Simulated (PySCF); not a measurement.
C6H14O, singlet, geometry from GFN2-xTB. Base run: MP2/3-21G in PySCF.

Input for PySCF:
```python
from pyscf import gto, scf, mp

mol = gto.Mole()
mol.atom = '''
    C    -2.43078635    0.70386941   -0.80303926
    C    -1.25570669    0.44918022    0.14006863
    C    -1.61131725   -0.65358106    1.13232826
    C    -0.00356784    0.09617071   -0.67105441
    C     1.30635872    0.16561605    0.12111794
    C     2.50620758    0.28469755   -0.82155621
    O     1.41416337   -1.00010812    0.91718752
    H    -3.32653403    0.94646361   -0.23583611
    H    -2.63394850   -0.18210721   -1.40088243
    H    -2.21754026    1.53142372   -1.47653008
    H    -1.05474058    1.37209009    0.69721620
    H    -2.44485243   -0.34699566    1.76089494
    H    -1.89494724   -1.55862855    0.59971909
    H    -0.75974526   -0.88569296    1.76357795
    H     0.07553450    0.78969911   -1.51042497
    H    -0.10234493   -0.91470588   -1.06915737
    H     1.28419761    1.05287160    0.77827267
    H     2.44138523    1.19839905   -1.40578699
    H     3.43649354    0.30505001   -0.25455642
    H     2.53090781   -0.56678997   -1.49790355
    H     2.28569861   -1.01592954    1.32670716
'''
mol.basis = '3-21g'
mol.verbose = 4
mol.build()

mf = scf.RHF(mol)
mf.kernel()

pt = mp.MP2(mf)
pt.kernel()
print('E(MP2) = %.10f' % pt.e_tot)
mf.analyze()
```

Each row names what was changed in the base input (with any setting that the change needs).

```tsv
change	ΔE vs base (kcal/mol)	MP2 correlation (Eh)	basis functions	core-seconds (rough)
base	0.000	-0.68106	91	3
frozen = 7	7.55	-0.66902	91	2
frozen = 6	6.50	-0.67069	91	3
density fitting = JK and correlation	0.350	-0.68075	91	2
method = cisd	40.98	-	91	20
frozen = 8	(withheld)	(withheld)	91	2
cart = on	0.000	-0.68106	91	3
method = ccsd	-46.71	-0.68106	91	40
method = ccsd(t)	(withheld)	-0.68106	91	100
```

Problem. Some entries are withheld; supply them.

Solution. 
- frozen = 8, ΔE vs base (kcal/mol): 33.48
- frozen = 8, MP2 correlation (Eh): -0.62771
- method = ccsd(t), ΔE vs base (kcal/mol): -58.19
